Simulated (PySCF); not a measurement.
# Working out the ionisation energy of Rb⁺

Rb⁺ [Kr] (1S) → Rb²⁺ [Ar] 3d10 4s2 4p5 (2P). Computed with PySCF 2.14 in cc-pVDZ-X2C (6s5p3d, 36 functions), with scalar relativity by spin-free X2C-1e. Frozen: [Ar] 3d10 4s2. Energies in hartree (1 hartree = 27.21139 eV):

```tsv
part	Rb⁺ (lower)	Rb²⁺ (upper)
UHF	-2979.003090	-2978.001219
CCSD correlation	-0.008697	-0.004354
(T)	-0.000043	-0.000007
```

Q: What does Hartree-Fock give?

A: (-2978.001219) − (-2979.003090) = 1.001871 hartree = 27.262 eV.

Q: What do CCSD and CCSD(T) give?

A: The CCSD correlation energies differ by 0.004343 hartree = 0.118 eV and the triples by 0.000036 hartree = 0.001 eV, so CCSD gives 27.380 eV and CCSD(T) 27.381 eV.

Reference: 27.290 eV (measured; NIST Atomic Spectra Database, ionization energies), between the lowest levels; spin-orbit coupling is absent from the calculation.

A double-zeta basis recovers only part of the correlation energy.

What remains against the reference includes basis incompleteness, the frozen core and higher excitations.
